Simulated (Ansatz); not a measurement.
Reaction (hydrogenolysis of the Si–Cl bond): `O[Si](O)(Cl)N[SiH2]Cl` + H₂ → `O[SiH](O)N[SiH2]Cl` + HCl

Calculated with Ansatz (gas phase, PBE0-D4/def2-TZVP geometries, no zero-point term in ΔE). CCSD(T)/CBS is the MP2 limit (def2-TZVPP, def2-QZVPP) plus CCSD(T) − MP2 in def2-TZVPP, frozen cores. This one scheme is used for every species. DFT in def2-TZVPP. One conformer a species, not always the lowest.

CCSD(T)/CBS gives +90.9 kJ/mol.

Problem. Another level gave +97.5 kJ/mol. Which?
A. HF/def2-TZVPP
B. r2SCAN-D4/def2-TZVPP
C. CCSD/def2-TZVPP
D. PBE-D4/def2-TZVPP

Solution. B. r2SCAN-D4 97.5, CCSD/def2-TZVPP 82.7, PBE-D4 91.4, HF/def2-TZVPP 77.5 kJ/mol.

Largest T1 diagnostic among the species: 0.011.

In def2-TZVPP, CCSD(T) changes the Hartree–Fock value by +8.7 kJ/mol (the triples alone add +3.5 kJ/mol) and MP2 by +18.5 kJ/mol. The D4 term adds +12.4 kJ/mol with B3LYP and +6.8 kJ/mol with PBE0; it sums over pairs of atoms, weighted by their polarisabilities, and B3LYP, whose exchange is more repulsive, gets the larger term.

B3LYP here is the variant with VWN-RPA as its local correlation; programs differ in this.
